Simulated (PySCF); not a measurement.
A calculated (PBE, PySCF 2.14, Sapporo-DKH3-DZP-2012, the spin-free X2C one-electron Hamiltonian (Gaussian nucleus)) atom or ion has these occupied shells.

```
shell  electrons  orbital energy (eV)  rms radius, mean of both spins (bohr)
 1s α          1              -4402.2                                 0.0844
 1s β          1              -4402.2                                 0.0844
 2s α          1              -481.51                                  0.373
 2s β          1              -481.28                                  0.373
 2p α          3              -395.56                                  0.342
 2p β          3              -395.38                                  0.342
 3s α          1              -62.518                                   1.15
 3s β          1              -61.671                                   1.15
 3p α          3              -41.125                                   1.27
 3p β          3              -40.232                                   1.27
 3d α          1              -10.827                                   1.94
 4s α          1              -10.215                                   3.60
```

(1) Name the element and its charge.

Answers

(1) Sc⁺ (scandium, charge +1), in [Ar] 3d1 4s1, high-spin 3D determinant.
